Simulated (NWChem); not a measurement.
System: C$_{2}$H$_{3}$Br; SMILES C=CBr

Parts of the log:

```
             Northwest Computational Chemistry Package (NWChem) 7.3.0
             --------------------------------------------------------

 CS  symmetry detected

                             Geometry "geometry" -> ""
                             -------------------------

 Output coordinates in angstroms (scale by  1.889725989 to convert to a.u.)

  No.       Tag          Charge          X              Y              Z
 ---- ---------------- ---------- -------------- -------------- --------------
    1 C                    6.0000    -0.32483532     2.10233179     0.00000000
    2 C                    6.0000     0.51436884     1.07253747     0.00000000
    3 Br                  35.0000    -0.04014190    -0.72346953     0.00000000
    4 H                    1.0000    -1.40965447     1.97366874     0.00000000
    5 H                    1.0000     0.07580234     3.11980738     0.00000000
    6 H                    1.0000     1.60161747     1.17874170     0.00000000

 Effective nuclear repulsion energy (a.u.)     144.7797754878

      Symmetry information
      --------------------

 Group name             Cs
 Group number              2
 Group order               2
 No. of unique centers     6

                                Z-matrix (autoz)
                                --------

 Units are Angstrom for bonds and degrees for angles

      Type          Name      I     J     K     L     M      Value
      ----------- --------  ----- ----- ----- ----- ----- ----------
    1 Stretch                  1     2                       1.32844
    2 Stretch                  1     4                       1.09242
    3 Stretch                  1     5                       1.09351
    4 Stretch                  2     3                       1.87966
    5 Stretch                  2     6                       1.09242
    6 Bend                     1     2     3               123.66470
    7 Bend                     1     2     6               123.59837
    8 Bend                     2     1     4               122.41355
    9 Bend                     2     1     5               119.33022
   10 Bend                     3     2     6               112.73693
   11 Bend                     4     1     5               118.25623
   12 Torsion                  3     2     1     4           0.00000
   13 Torsion                  3     2     1     5         180.00000
   14 Torsion                  4     1     2     6         180.00000
   15 Torsion                  5     1     2     6           0.00000

  xc_inp: hfexch multiplicative factor not found.

                           NWChem Geometry Optimization
                           ----------------------------

[...]

      ----------------------
      Optimization converged
      ----------------------

  Step       Energy      Delta E   Gmax     Grms     Xrms     Xmax
  ---- ---------------- -------- -------- -------- -------- --------
@    4   -2649.55185908 -2.8D-07  0.00003  0.00001  0.00035  0.00086
                                     ok       ok       ok       ok

                                Z-matrix (autoz)
                                --------

 Units are Angstrom for bonds and degrees for angles

[...]

 Rotational Constants
 --------------------
 A=   1.865141 cm-1  (  2.683462 K)
 B=   0.137770 cm-1  (  0.198216 K)
 C=   0.128293 cm-1  (  0.184581 K)

 Temperature                      =   298.15K
 frequency scaling parameter      =   1.0000

 Zero-Point correction to Energy  =   28.524 kcal/mol  (  0.045456 au)
 Thermal correction to Energy     =   30.734 kcal/mol  (  0.048978 au)
 Thermal correction to Enthalpy   =   31.326 kcal/mol  (  0.049921 au)

 Total Entropy                    =   65.315 cal/mol-K
   - Translational                =   39.900 cal/mol-K (mol. weight = 106.9400)
   - Rotational                   =   23.397 cal/mol-K (symmetry #  =        1)
   - Vibrational                  =    2.018 cal/mol-K

 Cv (constant volume heat capacity) =   10.367 cal/mol-K
   - Translational                  =    2.979 cal/mol-K
   - Rotational                     =    2.979 cal/mol-K
   - Vibrational                    =    4.408 cal/mol-K

[normal modes left out]

 ----------------------------------------------------------------------------
 Normal Eigenvalue ||           Projected Infra Red Intensities
  Mode   [cm**-1]  || [atomic units] [(debye/angs)**2] [(KM/mol)] [arbitrary]
 ------ ---------- || -------------- ----------------- ---------- -----------
    1       -0.000 ||    0.000012           0.000         0.012       0.009
    2       -0.000 ||    0.000211           0.005         0.206       0.160
    3        0.000 ||    0.000376           0.009         0.366       0.284
    4        0.000 ||    0.000252           0.006         0.246       0.191
    5        0.000 ||    0.001175           0.027         1.145       0.889
    6        0.000 ||    0.000899           0.021         0.876       0.680
    7      373.854 ||    0.000102           0.002         0.099       0.077
    8      649.462 ||    0.030513           0.704        29.745      23.080
    9      655.908 ||    0.015585           0.360        15.193      11.788
   10     1080.135 ||    0.004573           0.106         4.458       3.459
   11     1090.483 ||    0.068179           1.573        66.464      51.570
   12     1120.498 ||    0.009078           0.209         8.850       6.867
   13     1407.068 ||    0.043301           0.999        42.212      32.753
   14     1541.210 ||    0.013140           0.303        12.809       9.939
   15     1832.631 ||    0.036748           0.848        35.824      27.796
   16     3344.020 ||    0.001996           0.046         1.946       1.510
   17     3427.250 ||    0.002992           0.069         2.916       2.263
   18     3439.922 ||    0.008841           0.204         8.619       6.687
 ----------------------------------------------------------------------------
```

Level: Hartree-Fock/6-31G* (spherical d). This build's default masses of Se (78.918 u) and Br (79.917 u) are each other's, which moves their modes by up to 0.6 %.

Problem. Which NWChem input produces such a log?

Solution. Several could match; the one computed here: the input that was run:
```
start job
memory heap 200 mb stack 900 mb global 1100 mb
geometry units angstroms
  C     -0.337241     2.096033     0.000000
  C      0.511994     1.074495     0.000000
  Br    -0.024926    -0.726849     0.000000
  H     -1.420750     1.956767     0.000000
  H      0.053427     3.117378     0.000000
  H      1.598152     1.191327     0.000000
end
basis spherical
  * library 6-31g*
end
dft
  xc hfexch
  iterations 150
end
driver
  maxiter 120
end
task dft optimize
task dft freq
```
